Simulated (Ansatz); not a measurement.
`OC[SiH2]F` + `CB[SiH2]O` → `OC[SiH2][SiH2]O` + `CBF`  (redistribution)

Calculated with Ansatz (gas phase, PBE0-D4/def2-TZVP geometries, no zero-point term in ΔE). CCSD(T)/CBS is the MP2 limit (def2-TZVPP, def2-QZVPP) plus CCSD(T) − MP2 in def2-TZVPP, frozen cores. This one scheme is used for every species. Functionals use def2-TZVPP. Each species was taken in one conformer, which may not be the lowest.

`OC[SiH2]F`:

```xyz
9

O    -0.217    1.709    0.261
C    -0.614    0.507   -0.387
Si    0.318   -0.976    0.286
F     1.881   -0.627    0.137
H     0.730    1.821    0.138
H    -0.505    0.578   -1.479
H    -1.685    0.385   -0.195
H     0.043   -2.211   -0.491
H     0.051   -1.185    1.729
```

`CB[SiH2]O`:

Cartesian coordinates in Å:
```
C 0.679 -1.173 -1.005
B -0.403 -0.072 -0.845
Si -0.742 0.980 0.838
O 0.096 0.474 2.179
H 1.050 -1.617 -0.079
H 1.531 -0.640 -1.464
H 0.419 -1.959 -1.719
H -1.054 0.232 -1.810
H -2.175 0.880 1.228
H -0.454 2.423 0.553
H 1.052 0.473 2.124
```

`OC[SiH2][SiH2]O`:

```xyz
13

O    -1.012   -1.688    1.996
C    -0.848   -1.144    0.698
Si    0.668   -0.011    0.686
Si    0.894    0.985   -1.430
O    -0.405    1.946   -1.800
H    -1.779   -2.267    1.993
H    -0.702   -1.928   -0.059
H    -1.725   -0.559    0.385
H     1.895   -0.788    1.014
H     0.498    1.056    1.714
H     0.931   -0.041   -2.503
H     2.170    1.759   -1.480
H    -0.586    2.681   -1.213
```

`CBF`:

Cartesian coordinates in Å:
```
C 0.016 -0.687 0.016
B -0.023 0.864 -0.028
F 0.237 1.576 1.061
H 0.265 -1.098 0.995
H 0.739 -1.058 -0.720
H -0.951 -1.091 -0.306
H -0.283 1.493 -1.018
```

Q: Is it downhill or uphill in electronic energy at CCSD(T)/CBS, and by how much? (An estimate is asked.)

A: The calculation gave: Downhill: ΔE = -34.4 kJ/mol.

Q: What do these levels give: revPBE-D4, BLYP-D4, r2SCAN-D4, ωB97M-V, CCSD/def2-TZVPP, SCS-MP2/def2-QZVPP? (An estimate is asked.)

A: Ansatz gave: revPBE-D4 -45.1, BLYP-D4 -39.8, r2SCAN-D4 -38.9, ωB97M-V -36.2, CCSD/def2-TZVPP -35.5, SCS-MP2/def2-QZVPP -30.6 kJ/mol.

Largest T1 diagnostic among the species: 0.012.

From BLYP to BHLYP (50 % exact exchange), in def2-TZVPP and without D4, ΔE moves by +4.9 kJ/mol. In def2-TZVPP, CCSD(T) changes the Hartree–Fock value by −7.5 kJ/mol (the triples alone add −2.2 kJ/mol) and MP2 by −5.5 kJ/mol. Leaving LDA and LC-ωPBE aside and taking each functional with its dispersion term where it has one, the values, not all of them listed here, spread over 11.2 kJ/mol, from PBE-D4 to BHLYP-D4. LDA lies −3.7 kJ/mol from PBE without D4.
